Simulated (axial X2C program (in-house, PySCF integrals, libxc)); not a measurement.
**Spin–orbit effects down a group: molecules with Cu, PBE0**

Computed with an in-house relativistic program for diatomic molecules, spin-free (one-electron X2C) or two-component (2c: spin–orbit coupling with atomic mean-field Coulomb and Gaunt terms, which also bring small scalar terms), in Dyall basis sets with cores contracted in-house; open shells are unrestricted.

Basis sets: Cu dyall-cv3z, H dyall-v3z, Li dyall-cv3z, Na dyall-cv3z.

```csv
molecule,spin-free state,Re (Å),ωe (cm⁻¹),De (eV),2c state,Re 2c (Å),ωe 2c (cm⁻¹),De 2c (eV)
CuH,"M_S = 0, Λ = 0",1.459,1962.2,2.70,Ω = 0,1.460,1961.0,2.70
LiCu,"M_S = 0, Λ = 0",2.280,386.9,1.72,Ω = 0,2.280,386.8,1.72
NaCu,"M_S = 0, Λ = 0",2.562,215.3,1.45,Ω = 0,2.562,215.2,1.45
```

Work out the shifts from the spin-free to the two-component result.



```csv
molecule,2c state,ΔRe (Å),Δωe (cm⁻¹),ΔDe (eV)
CuH,Ω = 0,0.001,-1.2,0.00
LiCu,Ω = 0,0.000,-0.1,0.00
NaCu,Ω = 0,0.000,-0.1,0.00
```

Shifts of one unit in the last digit are rounding.

Each entry is the lowest single determinant of a limited PBE0 search at one distance. De goes to single-determinant-based atoms at the same level (for ions the charge split of lowest energy) and is withheld (n/a) where an atom does not fit its ground term or J level. Main or longest-lived isotopes.
